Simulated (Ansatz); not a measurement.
A nudged elastic band was laid between two geometries of CH4ClGa + H2 (9 atoms, charge 0, multiplicity 1).

Method: Ansatz 0.2.0, RKS CAM-B3LYP/def2-SVP.

| Quantity | Value |
| --- | --- |
| movable images | 5 |
| climbing image | yes |
| spring | 5.0 eV/Å² |
| optimiser | quadratic models (default) |
| start path | through a guess of the saddle point |
| force threshold | 0.03 eV/Å |
| iteration limit | 60 |
| end points | relaxed |

First end point:

```xyz
9
Properties=species:S:1:pos:R:3
Ga 0.091 0.073 0.374
C -0.002 0.385 2.297
H -0.963 0.038 2.703
H 0.821 -0.112 2.830
H 0.075 1.467 2.491
H 1.329 -0.154 -0.542
Cl -1.789 0.186 -0.703
H -0.602 -2.455 0.414
H 0.030 -2.587 0.825
```

Last end point:

```xyz
9
Properties=species:S:1:pos:R:3
Ga -0.189 -0.685 -0.551
C 0.100 -0.155 2.595
H -0.827 0.241 2.156
H 0.044 -0.058 3.688
H 0.966 0.415 2.229
H 1.026 0.255 -0.780
Cl -2.122 0.271 -0.658
H -0.223 -2.222 -0.334
H 0.215 -1.220 2.345
```

Task: Which bonds break or form, and what moves?

Result: Bonds broken: Ga1–C2, H8–H9. Bonds formed: Ga1–H8, C2–H9. CH4ClGa + H2 becomes CH4 + ClGaH2.

Task: Give the energies along the band, and the barrier.

Result: The forces met the threshold. The highest image is number 3 of 0 to 6, 158.4 kJ/mol above the first end and 201.1 kJ/mol above the last; the last end lies 42.7 kJ/mol below the first. Neighbouring images differ by up to 1.9 eV, so the band resolves the path poorly. A vibrational analysis at the climbing image gives 2 clearly imaginary modes (1582i, 80i cm⁻¹): a point of higher order. A lower path may pass nearby, or the ends, which weren't checked, may share the extra mode. The orbitals stay closed-shell, which can raise the energy where a bond breaks towards radicals; this wasn't checked here.

| image | path coordinate (Å) | energy (kJ/mol) | Ga1–C2 (Å) | H8–H9 (Å) | Ga1–H8 (Å) |
| --- | --- | --- | --- | --- | --- |
| 0 | 0.00 | 0.0 | 1.95 | 0.76 | 2.62 |
| 1 | 0.77 | 1.6 | 1.95 | 0.76 | 2.58 |
| 2 | 1.54 | 27.8 | 1.97 | 0.77 | 2.17 |
| 3 | 2.31 | 158.4 | 2.17 | 1.09 | 1.75 |
| 4 | 3.24 | -22.8 | 2.74 | 1.95 | 1.56 |
| 5 | 4.17 | -42.0 | 3.15 | 2.67 | 1.55 |
| 6 | 5.11 | -42.7 | 3.20 | 2.89 | 1.55 |

Task: What is the geometry of the highest image?

Result: 
```xyz
9
Properties=species:S:1:pos:R:3:forces:R:3
Ga -0.009 -0.342 0.067 -0.01 0.00 0.01
C -0.073 -0.044 2.215 -0.01 0.01 0.02
H -1.107 -0.021 2.585 0.00 0.00 -0.01
H 0.565 -0.576 2.938 0.00 0.00 -0.01
H 0.310 0.987 2.177 0.00 0.00 0.00
H 1.331 0.026 -0.592 0.00 0.00 0.00
Cl -1.959 0.139 -0.707 0.01 0.00 0.00
H -0.027 -2.013 0.587 0.00 -0.01 0.00
H -0.041 -1.315 1.419 0.00 -0.01 -0.02
```

Time of the run: 110 s on 4 threads of Intel(R) Xeon(R) Platinum 8259CL CPU @ 2.50GHz (Skylake/Cascade Lake), on a shared host, peak memory 0.26 GiB.
